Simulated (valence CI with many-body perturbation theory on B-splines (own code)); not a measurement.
Results of a calculation; reference values are marked as such.
# Hyperfine factors and g values of Lu66+

Level of theory: valence CI with perturbative core correlation (CI+MBPT): three valence electrons over a frozen Dirac-Fock core [He], a basis of 11 s, 11 p, 10 d, 8 f, 5 g, 2 h functions for each j, with the one-electron correlation potential Σ1 (screened to all orders), the two-electron term Σ2, the three-electron term Σ3, Breit, model QED; selected single and double excitations, second order for the rest, scaled by the run's own slope (own B-spline code, finite nucleus).

No measured spectrum was set against this ion. As an estimate, large intervals hold to a few tenths of a per cent, small ones and those within an open d or f shell to about a per cent.

A/g_I is the dipole constant over the nuclear g factor μ/I (μ in nuclear magnetons, uniformly magnetised nucleus), B/Q the quadrupole constant per barn. Both hold the static response of the core; the bare values leave it out. Large factors of s and p1/2 electrons are usually good to 5 to 10 %; those of open d and f shells near neutrality can be off by tens of per cent, and small factors of p3/2, d and f electrons come from cancelling terms and can be off by a factor of two or in sign, in half-filled shells by more. B is blank for J = 1/2, where it vanishes, and for nearly pure S terms. Energies count from the lowest level.

Levels are named by their leading jj configuration (3d3/2^4 stands for four electrons in 3d with j = 3/2), which in mixed levels can hold well under half, so a name can repeat and another be missing. Letters in brackets count levels of one name in rising energy.

| Level | E (Ry) | g | A/g_I (MHz) | A/g_I bare | B/Q (MHz/b) | B/Q bare |
| --- | --- | --- | --- | --- | --- | --- |
| (2s^2 2p1/2) J=1/2 | 0.00 | 0.620 | 6340000 | 6310000 |  |  |
| (2s 2p1/2^2) J=1/2 | 18.56 | 2.041 | 1.92e+07 | 1.90e+07 |  |  |
| (2s^2 2p3/2) J=3/2 | 89.05 | 1.300 | 748000 | 765000 | 1470000 | 1480000 |
| (2s 2p1/2 2p3/2) J=3/2 [a] | 102.09 | 1.623 | 4640000 | 4610000 | 1160000 | 1160000 |
| (2s 2p1/2 2p3/2) J=5/2 | 105.01 | 1.311 | 5570000 | 5540000 | 1260000 | 1260000 |
| (2s 2p1/2 2p3/2) J=1/2 | 110.05 | 1.265 | -7200000 | -7080000 |  |  |
| (2s 2p1/2 2p3/2) J=3/2 [b] | 110.20 | 0.973 | 41200 | 76800 | 758000 | 760000 |
| (2p1/2^2 2p3/2) J=3/2 | 129.52 | 1.316 | 696000 | 730000 | 1420000 | 1420000 |
| (2s 2p3/2^2) J=5/2 | 192.45 | 1.417 | 4490000 | 4460000 | 209000 | 209000 |
| (2s 2p3/2^2) J=1/2 | 200.08 | 1.916 | 1.94e+07 | 1.92e+07 |  |  |
| (2s 2p3/2^2) J=3/2 | 200.13 | 1.170 | -2990000 | -2920000 | -160000 | -160000 |
| (2p1/2 2p3/2^2) J=3/2 | 215.14 | 1.435 | -417000 | -369000 | 81700 | 81800 |
| (2p1/2 2p3/2^2) J=5/2 | 216.79 | 1.164 | 1840000 | 1860000 | -4380 | -4380 |
| (2p1/2 2p3/2^2) J=1/2 | 220.81 | 0.620 | 6360000 | 6320000 |  |  |
| (2p3/2^3) J=3/2 | 307.24 | 1.286 | 725000 | 756000 | -1500000 | -1510000 |
| (2s^2 3s) J=1/2 | 709.37 | 1.983 | 5720000 | 5680000 |  |  |
| (2s^2 3p1/2) J=1/2 | 715.55 | 0.660 | 1910000 | 1900000 |  |  |
| (2s 2p1/2 3s) J=1/2 [a] | 721.78 | 2.351 | 1.10e+07 | 1.09e+07 |  |  |
| (2s 2p1/2 3s) J=3/2 | 723.75 | 1.533 | 1.05e+07 | 1.04e+07 | -120000 | -120000 |
| (2s 2p1/2 3s) J=1/2 [b] | 725.90 | 0.702 | 9970000 | 9890000 |  |  |
| (2s 2p1/2 3p1/2) J=1/2 [a] | 726.99 | 0.263 | -1130000 | -1090000 |  |  |
| (2s 2p1/2 3p1/2) J=3/2 | 729.02 | 1.090 | 9230000 | 9150000 | -119000 | -119000 |
| (2s 2p1/2 3p1/2) J=1/2 [b] | 732.16 | 1.917 | 1.96e+07 | 1.94e+07 |  |  |
| (2s^2 3p3/2) J=3/2 | 741.86 | 1.321 | 259000 | 264000 | 446000 | 446000 |
| (2p1/2^2 3s) J=1/2 | 744.09 | 1.970 | 5230000 | 5180000 |  |  |
| (2s^2 3d3/2) J=3/2 | 746.01 | 0.787 | 152000 | 151000 | 84000 | 84700 |
| (2p1/2^2 3p1/2) J=1/2 | 749.03 | 0.643 | 1800000 | 1790000 |  |  |
| (2s^2 3d5/2) J=5/2 | 753.05 | 1.191 | 269000 | 267000 | 122000 | 123000 |
| (2s 2p1/2 3p3/2) J=3/2 [a] | 754.14 | 1.389 | 906000 | 904000 | 441000 | 441000 |
| (2s 2p1/2 3p3/2) J=5/2 | 756.51 | 1.311 | 5080000 | 5030000 | 309000 | 309000 |
| (2s 2p1/2 3p3/2) J=3/2 [b] | 756.69 | 1.243 | 2920000 | 2900000 | 186000 | 186000 |
| (2s 2p1/2 3p3/2) J=1/2 | 757.09 | 1.340 | -7880000 | -7790000 |  |  |
| (2s 2p1/2 3d3/2) J=3/2 [a] | 757.41 | 0.569 | -1650000 | -1620000 | 89900 | 90500 |
| (2s 2p1/2 3d3/2) J=5/2 | 759.63 | 1.005 | 5170000 | 5120000 | -24300 | -23800 |
| (2s 2p1/2 3d3/2) J=3/2 [b] | 760.94 | 1.162 | 5190000 | 5140000 | 101000 | 101000 |
| (2s 2p1/2 3d3/2) J=1/2 | 761.25 | 0.435 | -8250000 | -8170000 |  |  |
| (2s 2p1/2 3d5/2) J=5/2 [a] | 765.34 | 1.303 | 1250000 | 1240000 | 97500 | 98300 |
| (2s 2p1/2 3d5/2) J=7/2 | 767.42 | 1.223 | 3730000 | 3700000 | -31500 | -30900 |
| (2s 2p1/2 3d5/2) J=5/2 [b] | 768.27 | 1.073 | 411000 | 412000 | 182000 | 183000 |
| (2s 2p1/2 3d5/2) J=3/2 | 768.32 | 1.113 | -4870000 | -4820000 | 45200 | 45700 |

Q: Take the isotope of mass number 175, with I = 7/2, μ = 2.2257 μN and Q = 3.49 b. What is the hyperfine structure of (2s 2p1/2 2p3/2) J=3/2 [a]?

A: From the table A = 2950000 MHz, B = 4040000 MHz. Shifts from the centre of gravity in MHz: F = 2: -1.77e+07, F = 3: -1.18e+07, F = 4: -1140000, F = 5: 1.65e+07.
